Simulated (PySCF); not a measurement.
## Polarisability and C₆ of Hf (hafnium, neutral)

[Xe] 4f14 5d2 6s2, high-spin 3F determinant. Calculation: PySCF 2.14, in def2-TZVPPD with the def2 core potential (60 electrons) (6s5p3d2f1g, 59 functions); a scalar-relativistic core potential. Coupled (time-dependent) response in atomic units; α is the mean over directions.

```csv
method,mean α (bohr³),C₆ (like pair),S(−4)
UHF,120.5,1688,7090
PBE,97.37,1246,4728
PBE0,101.1,1326,4640
wB97X-V,106.0,1407,5602
```

S(−4) is the Cauchy moment in α(ω) = α(0) + S(−4) ω² + …

Reference α: 103 ± 6 bohr³ (recommended; Schwerdtfeger and Nagle, table of static dipole polarizabilities (2023 update)). Published C₆: 1040 (Gould and Bucko (2016)).

Spin-orbit coupling is absent.

Hartree-Fock lies above the reference because it lacks correlation, which contracts the outer shell.

α(iu) at PBE0:

```json
{"u (hartree)": "0", "α(iu) (bohr³)": "101.1"}
{"u (hartree)": "0.0500", "α(iu) (bohr³)": "91.08"}
{"u (hartree)": "0.100", "α(iu) (bohr³)": "71.90"}
{"u (hartree)": "0.200", "α(iu) (bohr³)": "42.19"}
{"u (hartree)": "0.300", "α(iu) (bohr³)": "27.20"}
{"u (hartree)": "0.500", "α(iu) (bohr³)": "14.68"}
{"u (hartree)": "0.750", "α(iu) (bohr³)": "8.747"}
{"u (hartree)": "1.00", "α(iu) (bohr³)": "5.975"}
{"u (hartree)": "1.50", "α(iu) (bohr³)": "3.396"}
{"u (hartree)": "2.00", "α(iu) (bohr³)": "2.209"}
{"u (hartree)": "3.00", "α(iu) (bohr³)": "1.144"}
{"u (hartree)": "5.00", "α(iu) (bohr³)": "0.4604"}
```

A single London oscillator, α(iu) = α/(1 + u²/ω²), gives C₆ = (3/4) ω α². Matching the computed C₆ needs ω = 4 × 1326 / (3 × 101.1²) = 0.173 hartree.

Energies and moments cover only the electrons outside the core potential. Spin-orbit coupling, absent here, splits the open shell strongly.
